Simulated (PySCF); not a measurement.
**Spinor energies of V⁸⁺ (vanadium, charge +8)**

Start: [Ne] 3s2 3p3; 3p1/2 filled at m_j = -1/2, +1/2; 3p3/2 filled at m_j = +3/2. Calculated with PySCF 2.14 in an even-tempered Gaussian basis (20 s from 0.43 bohr⁻², ratio 2.4; 13 p from 0.56 bohr⁻², ratio 2.4; 5 d from 3.3 bohr⁻², ratio 2.6; 4 f from 4.9 bohr⁻², ratio 2.6): generalised Hartree-Fock with the X2C-1e Hamiltonian and a Gaussian nucleus; one run each with spin-orbit coupling (SO) switched off, then screened by Boettger's factors.

```tsv
spinor shell	electrons	ε, spin-free (eV)	ε, screened SO (eV)	weight of nominal j (screened SO)	rms radius, screened SO (bohr)
1s1/2	2	-5698.4	-5698.4	1.000	0.0767
2s1/2	2	-830.67	-830.64	1.000	0.330
2p1/2	2	-719.29	-725.03	0.926	0.299
2p3/2	4	-719.29	-716.45	0.963	0.302
3s1/2	2	-230.42	-230.42	1.000	0.915
3p1/2	2	-204.39	-204.61	0.559	0.934
3p3/2	1	-204.39	-203.96	1.000	0.936
```

```json
{"quantity": "E (hartree)", "spin-free": "-925.89712", "screened SO": "-925.90842"}
{"quantity": "M_J", "spin-free": "3/2", "screened SO": "3/2"}
{"quantity": "⟨J²⟩", "spin-free": "3.750", "screened SO": "3.751"}
{"quantity": "⟨L²⟩", "spin-free": "0.000", "screened SO": "0.016"}
{"quantity": "⟨S²⟩", "spin-free": "3.750", "screened SO": "3.727"}
```

Each row is a mean over spinors that exchange with the open shell spreads, by up to 19.047 eV (3s1/2).

Rows whose weight is well below 1 are mixtures of j = l ± 1/2: exchange outweighs spin-orbit coupling there, and the label is only the starting occupation.

Without spin-orbit coupling the j labels of p, d and f shells carry no meaning; the spin-free column gives the mean over the occupied spinors of each nl shell.
